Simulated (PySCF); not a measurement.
# Atomic charges against the basis set

Compound: C6H4ClF.
Numbering: `[F:1][c:2]1[cH:3][cH:4][cH:5][c:6]([Cl:7])[cH:8]1` (hydrogens: H9 on C3; H10 on C4; H11 on C5; H12 on C8)

PBE0 throughout (PySCF), one geometry, spherical d and f functions. Geometry: PBE0-D3(BJ)/def2-SVP; no solvent, vibrations or thermal averaging. The first 7 of 12 kinds of atom are listed.

Mulliken charges (e):

```json
{"basis": "STO-3G", "functions": "48", "F1": "-0.060", "C2": "+0.113", "C3": "-0.109", "C4": "-0.074", "C5": "-0.089", "C6": "+0.020", "Cl7": "-0.101"}
{"basis": "pcSseg-0", "functions": "84", "F1": "-0.356", "C2": "+0.254", "C3": "-0.204", "C4": "-0.251", "C5": "-0.142", "C6": "-0.334", "Cl7": "+0.108"}
{"basis": "6-31G", "functions": "84", "F1": "-0.320", "C2": "+0.304", "C3": "-0.183", "C4": "-0.170", "C5": "-0.114", "C6": "-0.351", "Cl7": "+0.162"}
{"basis": "6-31G*", "functions": "124", "F1": "-0.317", "C2": "+0.440", "C3": "-0.251", "C4": "-0.164", "C5": "-0.162", "C6": "-0.116", "Cl7": "+0.022"}
{"basis": "cc-pVDZ", "functions": "136", "F1": "-0.159", "C2": "+0.157", "C3": "-0.027", "C4": "+0.008", "C5": "+0.088", "C6": "-0.173", "Cl7": "-0.064"}
{"basis": "def2-SVP", "functions": "136", "F1": "-0.200", "C2": "+0.268", "C3": "-0.069", "C4": "-0.028", "C5": "+0.024", "C6": "-0.004", "Cl7": "-0.088"}
{"basis": "pcSseg-1", "functions": "163", "F1": "-0.269", "C2": "+0.327", "C3": "-0.143", "C4": "-0.088", "C5": "+0.046", "C6": "-0.241", "Cl7": "-0.073"}
{"basis": "aug-cc-pVDZ", "functions": "224", "F1": "-0.613", "C2": "+0.560", "C3": "+0.383", "C4": "+0.788", "C5": "+0.497", "C6": "+0.246", "Cl7": "-0.293"}
{"basis": "6-311+G(2d,p)", "functions": "248", "F1": "-0.305", "C2": "-0.055", "C3": "+0.070", "C4": "-0.214", "C5": "-0.760", "C6": "+1.099", "Cl7": "+0.038"}
{"basis": "def2-TZVP", "functions": "278", "F1": "-0.181", "C2": "+0.284", "C3": "-0.188", "C4": "-0.109", "C5": "-0.172", "C6": "+0.156", "Cl7": "-0.099"}
{"basis": "cc-pVTZ", "functions": "300", "F1": "-0.152", "C2": "+0.280", "C3": "-0.193", "C4": "-0.108", "C5": "-0.115", "C6": "+0.048", "Cl7": "-0.107"}
{"basis": "IGLO-III", "functions": "329", "F1": "-0.232", "C2": "+0.267", "C3": "-0.149", "C4": "-0.086", "C5": "-0.199", "C6": "+0.170", "Cl7": "+0.033"}
```

IAO charges (e):

```json
{"basis": "STO-3G", "functions": "48", "F1": "-0.072", "C2": "+0.154", "C3": "-0.177", "C4": "-0.123", "C5": "-0.154", "C6": "-0.042", "Cl7": "-0.010"}
{"basis": "pcSseg-0", "functions": "84", "F1": "-0.229", "C2": "+0.268", "C3": "-0.194", "C4": "-0.132", "C5": "-0.167", "C6": "-0.018", "Cl7": "-0.018"}
{"basis": "6-31G", "functions": "84", "F1": "-0.244", "C2": "+0.276", "C3": "-0.193", "C4": "-0.133", "C5": "-0.169", "C6": "-0.004", "Cl7": "-0.033"}
{"basis": "6-31G*", "functions": "124", "F1": "-0.251", "C2": "+0.307", "C3": "-0.195", "C4": "-0.127", "C5": "-0.169", "C6": "+0.001", "Cl7": "-0.030"}
{"basis": "cc-pVDZ", "functions": "136", "F1": "-0.251", "C2": "+0.308", "C3": "-0.199", "C4": "-0.129", "C5": "-0.174", "C6": "+0.007", "Cl7": "-0.027"}
{"basis": "def2-SVP", "functions": "136", "F1": "-0.251", "C2": "+0.305", "C3": "-0.197", "C4": "-0.126", "C5": "-0.172", "C6": "+0.006", "Cl7": "-0.019"}
{"basis": "pcSseg-1", "functions": "163", "F1": "-0.258", "C2": "+0.306", "C3": "-0.198", "C4": "-0.130", "C5": "-0.174", "C6": "+0.001", "Cl7": "-0.024"}
{"basis": "aug-cc-pVDZ", "functions": "224", "F1": "-0.265", "C2": "+0.310", "C3": "-0.200", "C4": "-0.132", "C5": "-0.176", "C6": "+0.009", "Cl7": "-0.030"}
{"basis": "6-311+G(2d,p)", "functions": "248", "F1": "-0.266", "C2": "+0.310", "C3": "-0.199", "C4": "-0.132", "C5": "-0.175", "C6": "+0.004", "Cl7": "-0.025"}
{"basis": "def2-TZVP", "functions": "278", "F1": "-0.265", "C2": "+0.314", "C3": "-0.201", "C4": "-0.132", "C5": "-0.176", "C6": "+0.004", "Cl7": "-0.022"}
{"basis": "cc-pVTZ", "functions": "300", "F1": "-0.263", "C2": "+0.314", "C3": "-0.202", "C4": "-0.132", "C5": "-0.176", "C6": "+0.006", "Cl7": "-0.026"}
{"basis": "IGLO-III", "functions": "329", "F1": "-0.266", "C2": "+0.312", "C3": "-0.202", "C4": "-0.133", "C5": "-0.177", "C6": "+0.004", "Cl7": "-0.019"}
```

Hirshfeld charges (e):

```
        basis  functions      F1      C2      C3      C4      C5      C6     Cl7
       STO-3G         48  -0.017  +0.081  -0.051  -0.015  -0.037  +0.078  -0.135
     pcSseg-0         84  -0.074  +0.094  -0.064  -0.031  -0.062  +0.019  -0.025
        6-31G         84  -0.084  +0.092  -0.063  -0.033  -0.058  +0.022  -0.048
       6-31G*        124  -0.074  +0.092  -0.065  -0.034  -0.058  +0.028  -0.056
      cc-pVDZ        136  -0.062  +0.088  -0.068  -0.034  -0.062  +0.022  -0.033
     def2-SVP        136  -0.071  +0.094  -0.069  -0.035  -0.066  +0.023  -0.020
     pcSseg-1        163  -0.073  +0.094  -0.068  -0.036  -0.065  +0.020  -0.026
  aug-cc-pVDZ        224  -0.077  +0.090  -0.070  -0.039  -0.069  +0.013  -0.015
6-311+G(2d,p)        248  -0.080  +0.088  -0.068  -0.038  -0.067  +0.009  -0.015
    def2-TZVP        278  -0.077  +0.091  -0.068  -0.038  -0.067  +0.016  -0.021
      cc-pVTZ        300  -0.073  +0.091  -0.069  -0.037  -0.065  +0.018  -0.025
     IGLO-III        329  -0.078  +0.090  -0.070  -0.039  -0.071  +0.013  -0.003
```

ESP-fitted charges (e):

| basis | functions | F1 | C2 | C3 | C4 | C5 | C6 | Cl7 |
| --- | --- | --- | --- | --- | --- | --- | --- | --- |
| STO-3G | 48 | -0.089 | +0.315 | -0.250 | -0.042 | -0.184 | +0.244 | -0.185 |
| pcSseg-0 | 84 | -0.250 | +0.532 | -0.408 | -0.079 | -0.248 | +0.183 | -0.123 |
| 6-31G | 84 | -0.239 | +0.439 | -0.325 | -0.118 | -0.151 | +0.073 | -0.110 |
| 6-31G* | 124 | -0.157 | +0.286 | -0.253 | -0.151 | -0.077 | -0.039 | -0.070 |
| cc-pVDZ | 136 | -0.163 | +0.296 | -0.260 | -0.138 | -0.079 | -0.046 | -0.058 |
| def2-SVP | 136 | -0.187 | +0.354 | -0.294 | -0.111 | -0.116 | +0.003 | -0.059 |
| pcSseg-1 | 163 | -0.190 | +0.343 | -0.291 | -0.145 | -0.100 | -0.029 | -0.063 |
| aug-cc-pVDZ | 224 | -0.202 | +0.359 | -0.287 | -0.147 | -0.091 | -0.028 | -0.066 |
| 6-311+G(2d,p) | 248 | -0.200 | +0.349 | -0.289 | -0.154 | -0.092 | -0.028 | -0.062 |
| def2-TZVP | 278 | -0.193 | +0.355 | -0.297 | -0.133 | -0.112 | +0.004 | -0.067 |
| cc-pVTZ | 300 | -0.182 | +0.334 | -0.286 | -0.127 | -0.112 | +0.006 | -0.071 |
| IGLO-III | 329 | -0.198 | +0.340 | -0.278 | -0.147 | -0.070 | -0.062 | -0.043 |

Problem. Which scheme is steadiest as the basis changes?

Solution. Largest range over the bases for any column: Hirshfeld 0.13 e, IAO 0.19 e, ESP-fitted 0.31 e, Mulliken 1.45 e. Hirshfeld charges move least and Mulliken charges most, counted in e. Without the minimal STO-3G basis the ranges are Hirshfeld 0.05, IAO 0.05, ESP-fitted 0.25, Mulliken 1.45 e.

Problem. How much do the charges still move between the two largest bases, cc-pVTZ and IGLO-III?

Solution. At most, over all atoms: Mulliken 0.140 e, IAO 0.007 e, Hirshfeld 0.023 e, ESP-fitted 0.068 e.

Problem. What do the same runs give for the total energy, the frontier levels and the dipole moment?

Solution. 
```csv
basis,energy (Eh),HOMO (eV),LUMO (eV),μ (D)
STO-3G,-781.3458,-5.12,2.10,1.94
pcSseg-0,-789.2969,-7.54,-0.88,1.78
6-31G,-790.4505,-7.25,-0.52,1.82
6-31G*,-790.5412,-7.08,-0.47,1.56
cc-pVDZ,-790.5946,-7.18,-0.66,1.45
def2-SVP,-790.1806,-7.23,-0.72,1.42
pcSseg-1,-790.5091,-7.37,-0.88,1.55
aug-cc-pVDZ,-790.6143,-7.31,-0.91,1.53
"6-311+G(2d,p)",-790.6732,-7.31,-0.92,1.54
def2-TZVP,-790.7051,-7.28,-0.85,1.49
cc-pVTZ,-790.7000,-7.26,-0.81,1.49
IGLO-III,-790.7052,-7.26,-0.86,1.42
```

The dipole is fixed by the density alone, so its range of 0.52 D shows that the density itself changes with the basis, not only its division among atoms.
